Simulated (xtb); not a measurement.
xtb input (GFN1-xTB):

```bash
xtb mol.xyz --gfn 1 --sp --chrg 0 --uhf 0
```
mol.xyz:
```
14

C     -1.97512225    -0.09037724     0.39881231
C     -1.15061272     0.69886328     1.40747962
Se     0.50881160     1.48775983     0.69159953
C      1.31729944    -0.20147825     0.11415276
Se     0.25575182    -1.22519837    -1.17648137
C     -1.34696404    -1.40614504    -0.04198091
H     -2.93591899    -0.32709438     0.87274399
H     -2.19120011     0.53002606    -0.47290989
H     -1.71067729     1.55635864     1.77793120
H     -0.88235704     0.07931309     2.26464819
H      2.25532326     0.04787419    -0.37504386
H      1.52066862    -0.82005422     0.98494277
H     -2.04042998    -1.97879532    -0.65629488
H     -1.07816724    -2.01989401     0.81918225
```

End of the output:

```
         :::::::::::::::::::::::::::::::::::::::::::::::::::::
         ::                     SUMMARY                     ::
         :::::::::::::::::::::::::::::::::::::::::::::::::::::
         :: total energy             -19.455215461584 Eh    ::
         :: gradient norm              0.019305268439 Eh/a0 ::
         :: HOMO-LUMO gap              4.144435205513 eV    ::
         ::.................................................::
         :: SCC energy               -19.622962208837 Eh    ::
         :: -> electrostatic           0.000495670194 Eh    ::
         :: repulsion energy           0.174744563088 Eh    ::
         :: dispersion energy         -0.006997815834 Eh    ::
         :: halogen bond corr.         0.000000000000 Eh    ::
         :: add. restraining           0.000000000000 Eh    ::
         :: total charge               0.000000000000 e     ::
         :::::::::::::::::::::::::::::::::::::::::::::::::::::

           -------------------------------------------------
          |                Property Printout                |
           -------------------------------------------------

    * Orbital Energies and Occupations

         #    Occupation            Energy/Eh            Energy/eV
      -------------------------------------------------------------
         1        2.0000           -0.8752420             -23.8165
       ...           ...                  ...                  ...
         6        2.0000           -0.5936124             -16.1530
         7        2.0000           -0.5456445             -14.8477
         8        2.0000           -0.5411908             -14.7266
         9        2.0000           -0.5210049             -14.1773
        10        2.0000           -0.5208868             -14.1741
        11        2.0000           -0.4929557             -13.4140
        12        2.0000           -0.4789949             -13.0341
        13        2.0000           -0.4763340             -12.9617
        14        2.0000           -0.4717634             -12.8373
        15        2.0000           -0.4444105             -12.0930
        16        2.0000           -0.4351227             -11.8403
        17        2.0000           -0.3749148             -10.2020
        18        2.0000           -0.3685606             -10.0290 (HOMO)
        19                         -0.2162554              -5.8846 (LUMO)
        20                         -0.1958231              -5.3286
Note: The following floating-point exceptions are signalling: IEEE_DENORMAL
normal termination of xtb
        21                         -0.1678603              -4.5677
        22                         -0.1635440              -4.4503
        23                         -0.1051926              -2.8624
        24                         -0.0990928              -2.6965
        25                         -0.0900094              -2.4493
        26                         -0.0797961              -2.1714
        27                         -0.0701135              -1.9079
        28                         -0.0551741              -1.5014
        29                         -0.0519748              -1.4143
       ...                                ...                  ...
        50                          0.4863684              13.2348
      -------------------------------------------------------------
                  HL-Gap            0.1523052 Eh            4.1444 eV
             Fermi-level           -0.2924080 Eh           -7.9568 eV

  Mulliken/CM5 charges         n(s)   n(p)   n(d)
     1C    -0.04436 -0.15306   1.029  3.016  0.000
     2C    -0.05455 -0.16272   1.057  2.997  0.000
     3Se    0.02423  0.01714   1.958  4.072 -0.053
     4C    -0.06172 -0.16757   1.083  2.979  0.000
     5Se    0.02423  0.01714   1.958  4.072 -0.053
     6C    -0.05455 -0.16272   1.057  2.997  0.000
     7H     0.02646  0.08099   0.974  0.000  0.000
     8H     0.01817  0.07446   0.982  0.000  0.000
     9H     0.02320  0.07873   0.977  0.000  0.000
    10H     0.01884  0.07457   0.981  0.000  0.000
    11H     0.02292  0.07879   0.977  0.000  0.000
    12H     0.01510  0.07094   0.985  0.000  0.000
    13H     0.02320  0.07873   0.977  0.000  0.000
    14H     0.01884  0.07457   0.981  0.000  0.000

Wiberg/Mayer (AO) data.
largest (>0.10) Wiberg bond orders for each atom

 ---------------------------------------------------------------------------
     #   Z sym  total        # sym  WBO       # sym  WBO       # sym  WBO
 ---------------------------------------------------------------------------
     1   6 C    3.997 --     6 C    1.020     2 C    1.020     8 H    0.981
                             7 H    0.968
     2   6 C    3.991 --     1 C    1.020    10 H    0.994     9 H    0.989
                             3 Se   0.952
     3  34 Se   1.975 --     4 C    0.971     2 C    0.952
     4   6 C    3.983 --    12 H    1.007    11 H    0.999     3 Se   0.971
                             5 Se   0.971
     5  34 Se   1.975 --     4 C    0.971     6 C    0.952
     6   6 C    3.991 --     1 C    1.020    14 H    0.994    13 H    0.989
                             5 Se   0.952
     7   1 H    1.010 --     1 C    0.968
     8   1 H    1.018 --     1 C    0.981
     9   1 H    1.011 --     2 C    0.989
    10   1 H    1.010 --     2 C    0.994
    11   1 H    1.012 --     4 C    0.999
    12   1 H    1.016 --     4 C    1.007
    13   1 H    1.011 --     6 C    0.989
    14   1 H    1.010 --     6 C    0.994
 ---------------------------------------------------------------------------

Topologies differ in total number of bonds
Writing topology from bond orders to xtbtopo.mol

 dipole moment from electron density (au)
     X       Y       Z
  -0.1697  -0.1429   0.2305  total (Debye):    0.813

           -------------------------------------------------
          | TOTAL ENERGY              -19.455215461584 Eh   |
          | GRADIENT NORM               0.019305268439 Eh/α |
          | HOMO-LUMO GAP               4.144435205513 eV   |
           -------------------------------------------------

------------------------------------------------------------------------
------------------------------------------------------------------------
 total:
 SCF:
```
